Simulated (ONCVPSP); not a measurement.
## Ta (Z = 73): from the effect back to the setting (ONCV)

Base potential:

Ta (Z = 73), optimised norm-conserving Vanderbilt (ONCV), made with ONCVPSP 4.0.1 (PBE, fully relativistic). Core [Kr] 4d10 4f14, reference 5s2 5p6 5d3 6s1 6p1. Waves: 5s+6s: rc 1.85 bohr, ncon 3, nbas 8, qcut 7 1/bohr, 2 projectors; 5p+6p: rc 1.95 bohr, ncon 4, nbas 8, qcut 7.2 1/bohr, 2 projectors; 5d: rc 3.00 bohr, ncon 4, nbas 9, qcut 6.4 1/bohr, 2 projectors, debl 1.3 Ha. Local part: polynomial inside 1.50 bohr (lpopt 2, dvloc0 3 Ha). Core correction: Teter function, fcfact 4.25, rcfact 1.25.

Open shells are filled in proportion to 2j + 1.

Cutoffs, loose and tight: the cutoffs (Ha) at which the residual kinetic energy of the hardest occupied pseudo-wave falls to 1 and 0.1 mHa per electron. They do not see the model core or the augmentation charge, which bear on the density cutoff. Test errors are all-electron minus pseudo excitation energies from the reference, over the configurations 5s2 5p6 5d3 6s2 6p0; 5s2 5p6 5d3 6s1 6p0; 5s2 5p6 5d3 6s0 6p0; 5s2 5p6 5d2 6s2 6p1; variants that change the core or the reference have their own tests.

Only the qcut of the s channel is moved (1 further runs of the sweep failed or gave no value and are left out):

```
qcut of the s channel (1/bohr)  cutoff, loose  cutoff, tight  bound ghosts  largest test error (meV)  median size of the test errors
                             4          12 Ha          42 Ha          none                      +6.4                         2.1 meV
                           5.1          12 Ha          18 Ha          none                      +6.7                         2.6 meV
                           5.7          12 Ha          18 Ha          none                      +7.1                         3.0 meV
                           6.6          14 Ha          18 Ha          none                      +7.8                         3.7 meV
                           7.4          17 Ha          21 Ha          none                      +8.5                         4.3 meV
                           8.8          23 Ha          27 Ha          none                      +9.6                         5.2 meV
                           9.8          27 Ha          32 Ha             s                       +10                         5.7 meV
```

Task: One more run gave cutoff, loose: 19 Ha; cutoff, tight: 23 Ha; bound ghosts: none; largest test error (meV): +8.9; median size of the test errors: 4.7 meV. Which value of the qcut of the s channel was used?

Result: 7.9 1/bohr. The median size of the test errors moves one way along this sweep, from 2.1 meV at 4 to 5.7 meV at 9.8 1/bohr, which places the run between 7.4 and 8.8 1/bohr.
